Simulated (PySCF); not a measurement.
methyl(silyloxy)silane (CH₈OSi₂), SMILES C[SiH2]O[SiH3]. Atoms are numbered in the order given.

```xyz
12

Si     1.7824     0.6339     0.8038
O      0.2523     0.1949     0.3539
Si    -0.6891    -0.4949    -0.8307
C     -2.4675    -0.4676    -0.2748
H      2.6760    -0.5633     0.8639
H      2.3562     1.6112    -0.1713
H      1.7153     1.2656     2.1519
H     -0.5208     0.2745    -2.1035
H     -0.2307    -1.8997    -1.0678
H     -3.1179    -0.9208    -1.0395
H     -2.5916    -1.0320     0.6619
H     -2.8062     0.5652    -0.1020
```

Geometry optimised at PBE0-D3(BJ)/def2-SVP. The values are those of a single conformer.

Method: TDA-M06-2X/def2-SVPD run with PySCF.

Vertical excitations. Isolated molecule, no solvent.

| state | energy (eV) | λ (nm) | f | main pairs |
|---|---|---|---|---|
| S1 | 7.41 | 167 | 0.003 | HOMO→LUMO 79 % |
| S2 | 7.60 | 163 | 0.002 | HOMO−1→LUMO 75 % |
| S3 | 8.22 | 151 | 0.003 | HOMO−3→LUMO 31 %, HOMO→LUMO+2 21 %, HOMO→LUMO+1 15 %, HOMO−3→LUMO+1 14 % |
| S4 | 8.33 | 149 | 0.050 | HOMO→LUMO+1 31 %, HOMO−3→LUMO 22 %, HOMO→LUMO+3 15 %, HOMO→LUMO+4 8 % |
| S5 | 8.33 | 149 | 0.046 | HOMO−2→LUMO 44 %, HOMO−1→LUMO+6 14 %, HOMO−2→LUMO+1 13 %, HOMO−1→LUMO+2 10 % |
| S6 | 8.43 | 147 | 0.078 | HOMO−1→LUMO+1 57 %, HOMO−1→LUMO 12 %, HOMO−2→LUMO 11 % |
| S7 | 8.53 | 145 | 0.087 | HOMO→LUMO+2 33 %, HOMO→LUMO+1 24 %, HOMO→LUMO+3 23 %, HOMO→LUMO 7 % |
| S8 | 8.75 | 142 | 0.214 | HOMO−1→LUMO+2 55 %, HOMO−2→LUMO+2 13 % |
| S9 | 8.78 | 141 | 0.011 | HOMO→LUMO+3 34 %, HOMO→LUMO+2 21 %, HOMO−3→LUMO 18 %, HOMO−3→LUMO+1 7 % |
| S10 | 9.02 | 138 | 0.005 | HOMO−1→LUMO+5 18 %, HOMO−3→LUMO+3 16 %, HOMO−2→LUMO+5 11 %, HOMO−3→LUMO+2 9 % |
| T1 | 7.13 | 174 | 0 | HOMO→LUMO 72 %, HOMO→LUMO+1 14 % |
| T2 | 7.32 | 169 | 0 | HOMO−1→LUMO 65 %, HOMO−1→LUMO+1 12 % |
| T3 | 7.87 | 157 | 0 | HOMO−3→LUMO 48 %, HOMO→LUMO+6 16 %, HOMO−3→LUMO+1 13 %, HOMO→LUMO+2 7 % |
| T4 | 7.99 | 155 | 0 | HOMO−2→LUMO 35 %, HOMO−1→LUMO+1 15 %, HOMO−2→LUMO+1 14 %, HOMO−1→LUMO+6 11 % |
Triplets are in the Tamm–Dancoff approximation.
